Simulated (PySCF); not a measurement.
Computed shifts of a molecule CH9NOSi3, PBE/pcSseg-1 (PySCF), GIAO, gas phase, atoms alike by connectivity averaged where their shifts nearly agree, in ppm (number of nuclei): ²⁹Si: 0.5 (1), -12.5 (1), -66.9 (1). ¹³C: 24.9 (1). ¹⁵N: 32.0 (1). ¹H: 5.82 (2), 5.71 (1), 5.44 (1), 4.34 (3), 2.85 (1), 0.30 (1). References: ²⁹Si against TMS (σ = 335.4 ppm); ¹³C against TMS (σ = 182.0 ppm); ¹⁵N against NH3 (σ = 267.0 ppm); ¹⁷O against H2O (σ = 334.3 ppm); ¹H against TMS (σ = 31.49 ppm), references at their B3LYP-D3(BJ)/def2-TZVP geometries, non-relativistic. The structure is a stationary point at PBE0-D3(BJ)/def2-SVP. The values are those of a single conformer.

Problem. Identify the compound among the candidates.
(A) O[Si@]1([SiH3])CN[SiH2]1
(B) [SiH3][C@H]1N[SiH2]O[SiH2]1
(C) N[SiH2][C@H]1O[SiH2][SiH2]1
(D) [SiH3]O[Si@@H]1C[SiH2]N1

Solution. B, [SiH3][C@H]1N[SiH2]O[SiH2]1
